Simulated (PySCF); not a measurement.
C3H10OSi2, SMILES C(=O)(C)[SiH2]C[SiH3]. Geometry optimised at PBE0-D3(BJ)/def2-SVP. This is a generated structure with no PubChem entry under its InChIKey; it may be hypothetical. One conformer was computed; it need not be the lowest.

Give the equilibrium geometry at PBE0-D3(BJ)/def2-SVP (PySCF confirms it by a frequency run) as bond lengths and angles. (An estimate is asked for; the answer gives what the named calculation found.)

One answer among several that fit: 
Atoms: C1 C2 O3 Si4 C5 Si6 H7 H8 H9 H10 H11 H12 H13 H14 H15 H16. Bond lengths (Å): C1–C2 1.505, C1–H7 1.099, C1–H8 1.103, C1–H9 1.103, C2–O3 1.212, C2–Si4 1.946, Si4–C5 1.870, Si4–H10 1.498, Si4–H11 1.497, C5–Si6 1.879, C5–H12 1.103, C5–H13 1.105, Si6–H14 1.495, Si6–H15 1.496, Si6–H16 1.495. Angles (°): C2–C1–H7 110.4, C2–C1–H8 110.1, C2–C1–H9 109.6, H7–C1–H8 110.2, H7–C1–H9 110.0, H8–C1–H9 106.5, C1–C2–O3 122.1, C1–C2–Si4 120.5, O3–C2–Si4 117.4, C2–Si4–C5 106.7, C2–Si4–H10 106.4, C2–Si4–H11 111.1, C5–Si4–H10 112.1, C5–Si4–H11 112.7, H10–Si4–H11 107.6, Si4–C5–Si6 116.5, Si4–C5–H12 108.5, Si4–C5–H13 105.4, Si6–C5–H12 109.4, Si6–C5–H13 109.8, H12–C5–H13 106.6, C5–Si6–H14 110.1, C5–Si6–H15 110.5, C5–Si6–H16 111.1, H14–Si6–H15 108.2, H14–Si6–H16 108.7, H15–Si6–H16 108.3.
Charge 0, spin multiplicity 1.
